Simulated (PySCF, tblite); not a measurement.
Compound: 4-chlorobenzonitrile, C7H4ClN.
SMILES: `c1cc(ccc1C#N)Cl`

Theory: PBE0/pcSseg-1 in PySCF (dipole) on a GFN2-xTB geometry, gas phase.

Masses are those of the commonest isotopes; rigid-rotor values at the optimised geometry. 

Problem. Give the principal moments of inertia and the rotational constants in MHz.

Solution. Ia = 88.60, Ib = 720.24, Ic = 808.84 u·Å²; 505379 MHz·u·Å²/I gives A = 5704, B = 701.7, C = 624.8 MHz.

Problem. Classify the top.

Solution. A near-prolate asymmetric top. Ray's parameter κ = (2B − A − C)/(A − C) = -0.970; −1 is the prolate and +1 the oblate limit.

Problem. Is it planar, by Δ = Ic − Ia − Ib?

Solution. Planar: Δ = Ic − Ia − Ib = 0.00 u·Å². For a rigid frame Δ = −2 Σ m c², so it vanishes when all atoms lie in the ab plane; here none is more than 0.01 Å from it.

Problem. Give the coordinates in the principal-axis frame, origin at the centre of mass.

Solution. The sense of each axis is arbitrary; atoms in the order of the calculation.
| atom | mass (u) | a (Å) | b (Å) | c (Å) |
| --- | --- | --- | --- | --- |
| N1 | 14.003 | 4.088 | 0.002 | 0.001 |
| C2 | 12.000 | 2.942 | 0.000 | 0.000 |
| C3 | 12.000 | 1.528 | -0.001 | -0.001 |
| C4 | 12.000 | 0.831 | 1.208 | -0.001 |
| C5 | 12.000 | -0.549 | 1.208 | 0.000 |
| C6 | 12.000 | -1.233 | -0.001 | 0.000 |
| Cl7 | 34.969 | -2.958 | 0.001 | 0.000 |
| C8 | 12.000 | -0.549 | -1.210 | 0.000 |
| C9 | 12.000 | 0.831 | -1.210 | 0.000 |
| H10 | 1.008 | 1.376 | 2.140 | -0.001 |
| H11 | 1.008 | -1.097 | 2.136 | 0.002 |
| H12 | 1.008 | -1.097 | -2.139 | 0.001 |
| H13 | 1.008 | 1.377 | -2.142 | 0.000 |

Problem. Predict some low-J microwave lines.

Solution. The dipole components are |μa| = 3.04 D, |μb| = 0.00 D, |μc| = 0.00 D; the symmetry axis of this C2v structure is a, so μb and μc vanish by symmetry and there are no b-type or c-type lines. Some lines, for components of 0.1 D or more:

```json
{"type": "a", "branch": "R", "J(Ka,Kc)": "1(0,1) ← 0(0,0)", "MHz": "1327", "lower level (cm⁻¹)": "0.000"}
{"type": "a", "branch": "R", "J(Ka,Kc)": "2(1,2) ← 1(1,1)", "MHz": "2576", "lower level (cm⁻¹)": "0.211"}
{"type": "a", "branch": "R", "J(Ka,Kc)": "2(0,2) ← 1(0,1)", "MHz": "2652", "lower level (cm⁻¹)": "0.044"}
{"type": "a", "branch": "R", "J(Ka,Kc)": "2(1,1) ← 1(1,0)", "MHz": "2730", "lower level (cm⁻¹)": "0.214"}
```

Problem. Estimate the classical rotational partition function at 10 K, 50 K and 200 K.

Solution. Point group C2v, symmetry number σ = 2; q = (√π/σ)·√((kT/h)³/(ABC)), k/h = 20836.6 MHz/K: 1690 at 10 K, 18800 at 50 K, 151000 at 200 K.

Its GFN2-xTB frequencies are all real (lowest 80 cm⁻¹). No vibrational averaging or centrifugal distortion is included, and the geometry carries the error of its method. Quadrupole hyperfine structure (14N, 35Cl) is left out.
